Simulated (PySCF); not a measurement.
Excitations are Tamm–Dancoff values on a coarser integration grid. The basis has no diffuse functions, so Rydberg states are missing or too high.

Cartesian coordinates (Å):
```xyz
6

O      1.4168     0.5652     0.0726
Sn    -0.4948    -0.0022    -0.0565
H      1.9939    -0.1936     0.2602
H     -1.2964     1.4730    -0.3872
H     -0.9704    -0.6967     1.4479
H     -0.6491    -1.1457    -1.3371
```
Charge 0, multiplicity 1.

Question: What is the computed total energy, dipole moment, T1 excitation (TDA), HOMO, S1–T1 gap (TDA), LUMO, HOMO–LUMO gap and S1 excitation (TDA) (PBE-D3(BJ)/def2-TZVP in PySCF 2.14.0)?

Answer: 
```yaml
total_energy: -291.8602 Ha
dipole_moment: 1.68 D
T1 excitation (TDA): 4.89 eV
HOMO: -6.58 eV
S1–T1 gap (TDA): 0.44 eV
LUMO: -1.43 eV
HOMO–LUMO gap: 5.15 eV
S1 excitation (TDA): 5.33 eV
```
